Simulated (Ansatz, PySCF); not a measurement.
This PySCF input computes a B3LYP/def2-TZVPD energy:

```python
from pyscf import gto, scf, dft

mol = gto.M(
    atom='''
    C    -0.70739095    1.40696469   -0.75268804
    Si    1.05556192    1.43158572   -0.49864700
    C     1.76747712   -0.32945434   -0.28639303
    Si    0.71023101   -1.37926594    0.83735708
    C    -1.03533119   -1.48594922    0.18595908
    Si   -1.83150066    0.24032585   -0.01209568
    H    -1.15015388    2.30109546   -1.19075523
    H     1.81776143    2.08496070   -1.62650309
    H     1.65525996    2.15203299    0.69882349
    H     1.79696846   -0.80931939   -1.27019447
    H     2.79380735   -0.27697961    0.09038840
    H     1.30415977   -2.75111507    1.00276753
    H     0.70627258   -0.80652486    2.21615351
    H    -1.65164609   -2.11126279    0.83957246
    H    -1.00131418   -1.96394689   -0.79860506
    H    -2.39170326    0.48217487    1.38085073
    H    -3.10803381    0.05247888   -0.79636791
    ''',
    basis='def2-tzvpd',
    charge=-1,
    spin=0,
    verbose=4,
)

mf = dft.RKS(mol, xc='b3lyp').density_fit(auxbasis='def2-universal-jkfit')
mf.grids.level = 3
mf.conv_tol = 1e-9
mf.max_cycle = 100
mf.max_memory = 1500
mf.kernel()
if not mf.converged:
    mf = mf.newton()
    mf.kernel(mf.make_rdm1())
mf.analyze()
```

Write an input for the same energy in Ansatz (a quantum-chemistry and plane-wave program) and say what it gives.


Ansatz 0.2 input:
```yaml
crystal:
  periodic: [false, false, false]
  atoms:
    - {symbol: C, position_ang: [-0.70739095, 1.40696469, -0.75268804]}
    - {symbol: Si, position_ang: [1.05556192, 1.43158572, -0.49864700]}
    - {symbol: C, position_ang: [1.76747712, -0.32945434, -0.28639303]}
    - {symbol: Si, position_ang: [0.71023101, -1.37926594, 0.83735708]}
    - {symbol: C, position_ang: [-1.03533119, -1.48594922, 0.18595908]}
    - {symbol: Si, position_ang: [-1.83150066, 0.24032585, -0.01209568]}
    - {symbol: H, position_ang: [-1.15015388, 2.30109546, -1.19075523]}
    - {symbol: H, position_ang: [1.81776143, 2.08496070, -1.62650309]}
    - {symbol: H, position_ang: [1.65525996, 2.15203299, 0.69882349]}
    - {symbol: H, position_ang: [1.79696846, -0.80931939, -1.27019447]}
    - {symbol: H, position_ang: [2.79380735, -0.27697961, 0.09038840]}
    - {symbol: H, position_ang: [1.30415977, -2.75111507, 1.00276753]}
    - {symbol: H, position_ang: [0.70627258, -0.80652486, 2.21615351]}
    - {symbol: H, position_ang: [-1.65164609, -2.11126279, 0.83957246]}
    - {symbol: H, position_ang: [-1.00131418, -1.96394689, -0.79860506]}
    - {symbol: H, position_ang: [-2.39170326, 0.48217487, 1.38085073]}
    - {symbol: H, position_ang: [-3.10803381, 0.05247888, -0.79636791]}
basis:
  gaussian:
    orbitals: def2-TZVPD
hamiltonian:
  xc: {name: B3LYP}
total_charge: -1
output: {forces: true}
```
It gives -989.60457 Eh, and PySCF -989.60470 Eh, a difference of 0.13 mEh, from the treatment of integrals and grids.

It need not be the lowest isomer of its formula. Whether it binds its extra electron was not tested at this geometry.
